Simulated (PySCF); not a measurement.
C2H3AlClF, SMILES [Al]([F])([CH]=C)[Cl].

Geometry: PBE-D3(BJ)/def2-SVP. The structure was generated by enumeration; whether it is a known compound was not checked. The values are those of a single conformer.

All values below come from PBE/def2-TZVP (PySCF).

The molecule is in vacuum.

```json
{
  "total_energy": "-880.18851 hartree",
  "point_group": "Cs",
  "highest_occupied_level": "-7.40 eV",
  "lowest_empty_level": "-2.47 eV",
  "orbital_gap": "4.92 eV",
  "dipole_moment": "0.497 e·Å",
  "quadrupole, principal values (traceless, Buckingham form, about the centre of nuclear charge)": "-4.85, 2.13, 2.72 D·Å",
  "mean_static_polarisability": "59.3 bohr³ (8.79 Å³)",
  "polarisability_principal_values": "41.9, 63.9, 72.3 bohr³"
}
```
